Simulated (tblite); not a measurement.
Species: C₃H₉FN₂Si.
SMILES with atom numbers: `[F:1][CH2:2][C@H:3]1[CH2:4][NH:5][SiH2:6][NH:7]1` (hydrogens: H8, H9 on C2; H10 on C3; H11, H12 on C4; H13 on N5; H14, H15 on Si6; H16 on N7)

Computed with GFN2-xTB (tblite), gas phase: L-BFGS steps from a force-field or distance-geometry start until the largest atomic force falls under 0.01 eV/Å.

Step 18: E = -635.7820 eV
```
atom  x, y, z in Å  |  force x, y, z in eV/Å
F1      2.8702    0.5821    0.0593   -0.011  -0.023  -0.043
C2      1.9277   -0.2085   -0.5531   -0.038   0.000   0.020
C3      0.6499   -0.2507    0.2869    0.019   0.067   0.005
C4     -0.0092    1.1327    0.3600   -0.013   0.028   0.002
N5     -1.4152    0.8962    0.5977    0.015  -0.021   0.001
Si6    -1.9473   -0.6027   -0.0518    0.055   0.002  -0.006
N7     -0.3250   -1.1264   -0.3228    0.023   0.073   0.025
H8      1.7251    0.2259   -1.5382    0.052  -0.041   0.020
H9      2.3704   -1.2049   -0.6619   -0.018   0.023   0.006
H10     0.9220   -0.5697    1.3067   -0.036  -0.053  -0.053
H11     0.4199    1.7343    1.1677    0.009  -0.064   0.014
H12     0.1742    1.6679   -0.5841   -0.093  -0.016   0.009
H13    -1.9730    1.7312    0.6326   -0.003   0.026  -0.007
H14    -2.7127   -1.3138    0.9736   -0.003   0.029   0.024
H15    -2.6294   -0.5902   -1.3485    0.021  -0.015  -0.019
H16    -0.0552   -2.0946   -0.3355    0.021  -0.015   0.003
```

Step 19: E = -635.7830 eV
```
atom  x, y, z in Å  |  force x, y, z in eV/Å
F1      2.8725    0.5813    0.0577   -0.020  -0.021  -0.045
C2      1.9277   -0.2084   -0.5530   -0.017  -0.002   0.013
C3      0.6503   -0.2493    0.2877    0.036   0.047  -0.014
C4     -0.0092    1.1337    0.3605   -0.011   0.016   0.004
N5     -1.4139    0.8973    0.5994   -0.054  -0.005   0.015
Si6    -1.9445   -0.6007   -0.0514   -0.015  -0.046  -0.016
N7     -0.3232   -1.1244   -0.3242    0.018  -0.012   0.013
H8      1.7256    0.2243   -1.5396    0.050  -0.042   0.041
H9      2.3701   -1.2053   -0.6611   -0.027   0.029   0.008
H10     0.9203   -0.5721    1.3067   -0.026  -0.034  -0.047
H11     0.4192    1.7332    1.1689    0.030  -0.035   0.021
H12     0.1699    1.6678   -0.5841   -0.064  -0.003   0.001
H13    -1.9760    1.7306    0.6330    0.036   0.003  -0.007
H14    -2.7139   -1.3104    0.9750    0.020   0.045   0.000
H15    -2.6270   -0.5935   -1.3498    0.034  -0.008   0.006
H16    -0.0555   -2.0952   -0.3373    0.012   0.067   0.008
```

Step 20: E = -635.7838 eV
```
atom  x, y, z in Å  |  force x, y, z in eV/Å
F1      2.8742    0.5806    0.0558   -0.011  -0.006  -0.031
C2      1.9278   -0.2082   -0.5527    0.008  -0.006   0.005
C3      0.6509   -0.2475    0.2874    0.022   0.010  -0.031
C4     -0.0096    1.1347    0.3613   -0.017  -0.005   0.012
N5     -1.4137    0.8975    0.6020   -0.058  -0.041   0.018
Si6    -1.9424   -0.5998   -0.0512   -0.043  -0.060  -0.015
N7     -0.3214   -1.1230   -0.3260   -0.025   0.019   0.001
H8      1.7282    0.2225   -1.5401    0.034  -0.030   0.030
H9      2.3704   -1.2050   -0.6604   -0.033   0.018   0.013
H10     0.9180   -0.5753    1.3048   -0.011  -0.014  -0.022
H11     0.4195    1.7317    1.1702    0.038  -0.009   0.025
H12     0.1644    1.6681   -0.5836   -0.037   0.013  -0.011
H13    -1.9781    1.7288    0.6301    0.030   0.036  -0.001
H14    -2.7126   -1.3090    0.9760    0.028   0.049  -0.011
H15    -2.6251   -0.5930   -1.3499    0.037  -0.008   0.012
H16    -0.0581   -2.0941   -0.3351    0.040   0.034   0.007
```

Step 21: E = -635.7845 eV
```
atom  x, y, z in Å  |  force x, y, z in eV/Å
F1      2.8753    0.5797    0.0533    0.007   0.014  -0.009
C2      1.9275   -0.2083   -0.5521    0.024  -0.003  -0.004
C3      0.6516   -0.2456    0.2874   -0.007  -0.020  -0.029
C4     -0.0104    1.1356    0.3620   -0.020  -0.018   0.015
N5     -1.4145    0.8971    0.6035   -0.057  -0.021   0.023
Si6    -1.9411   -0.6002   -0.0515   -0.058  -0.045  -0.012
N7     -0.3202   -1.1210   -0.3265   -0.030  -0.019  -0.018
H8      1.7298    0.2201   -1.5398    0.016  -0.012   0.001
H9      2.3693   -1.2048   -0.6596   -0.028  -0.010   0.018
H10     0.9163   -0.5776    1.3034    0.003   0.004  -0.002
H11     0.4201    1.7304    1.1716    0.032   0.007   0.017
H12     0.1600    1.6682   -0.5836   -0.019   0.022  -0.007
H13    -1.9789    1.7290    0.6306    0.038   0.016  -0.002
H14    -2.7131   -1.3048    0.9770    0.025   0.038  -0.008
H15    -2.6221   -0.5961   -1.3508    0.033  -0.006   0.009
H16    -0.0573   -2.0927   -0.3365    0.041   0.054   0.008
```

Question: Estimate the geometry and energy of step 22. (The exact step hangs on the optimiser's Hessian estimate; all steps are aligned on step 21, rigid shifts and turns removed.)

Answer: E = -635.7852 eV, largest force 0.055 eV/Å
```
atom  x, y, z in Å  |  force x, y, z in eV/Å
F1      2.8770    0.5790    0.0504    0.021   0.027   0.011
C2      1.9276   -0.2086   -0.5516    0.024  -0.001  -0.008
C3      0.6521   -0.2441    0.2873   -0.037  -0.033  -0.019
C4     -0.0115    1.1363    0.3630   -0.023  -0.025   0.014
N5     -1.4160    0.8962    0.6053   -0.023  -0.011   0.022
Si6    -1.9410   -0.6013   -0.0520   -0.039  -0.008  -0.005
N7     -0.3196   -1.1191   -0.3273   -0.030  -0.017  -0.029
H8      1.7312    0.2174   -1.5394    0.000   0.004  -0.030
H9      2.3675   -1.2051   -0.6583   -0.017  -0.036   0.022
H10     0.9146   -0.5794    1.3025    0.011   0.018   0.008
H11     0.4210    1.7297    1.1733    0.014   0.009  -0.002
H12     0.1557    1.6688   -0.5836   -0.009   0.021   0.011
H13    -1.9789    1.7292    0.6322    0.032   0.006  -0.003
H14    -2.7140   -1.2990    0.9782    0.011   0.016   0.007
H15    -2.6179   -0.6008   -1.3522    0.020  -0.004  -0.006
H16    -0.0553   -2.0900   -0.3393    0.043   0.034   0.007
```

The energy changes by -0.0007 eV. The first-order estimate −F·Δx gives -0.0010 eV and the mean of the old and new forces, exact on a quadratic surface, -0.0007 eV. The step makes an angle of 63° with the force vector and moves no atom by more than 0.006 Å.

What follows is the cost of the whole relaxation. On Intel Xeon Platinum 8488C, one thread, shared host with 96 logical CPUs at a one-minute load of 30, this took 0.17 s.
